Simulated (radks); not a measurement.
Values are calculated unless marked as measured or tabulated.
Q: The mean radii <r> (bohr) of the occupied orbitals of an atom or ion are listed with their occupations. Code: a radial shooting solver on a logarithmic mesh with Libxc functionals. Model: scalar-relativistic Kohn-Sham, PBE, spin-polarised, spherical densities, point nucleus.

| orbital | occ. | <r> |
|---|---|---|
| 1s up | 1 | 0.04700 |
| 1s down | 1 | 0.04700 |
| 2s up | 1 | 0.2100 |
| 2s down | 1 | 0.2100 |
| 2p up | 3 | 0.1837 |
| 2p down | 3 | 0.1837 |
| 3s up | 1 | 0.6242 |
| 3s down | 1 | 0.6238 |
| 3p up | 3 | 0.6468 |
| 3p down | 3 | 0.6459 |
| 3d up | 5 | 0.7273 |
| 3d down | 5 | 0.7219 |
| 4s up | 1 | 1.845 |

Name the element and its charge. Open shells, if any, are filled with parallel spins first.

A: Z = 32, germanium, charge +3: Ge3+ in [Ar] 3d10 4s1. The 1s radius gives Z: for a bare nucleus <r> = (2 gamma + 1)/(2Z) with gamma = sqrt(1 - (Z/c)^2), 0.04601 bohr for Z = 32, and screening makes it slightly larger (0.04700 here). The occupations add up to 29, and the charge is Z minus that.
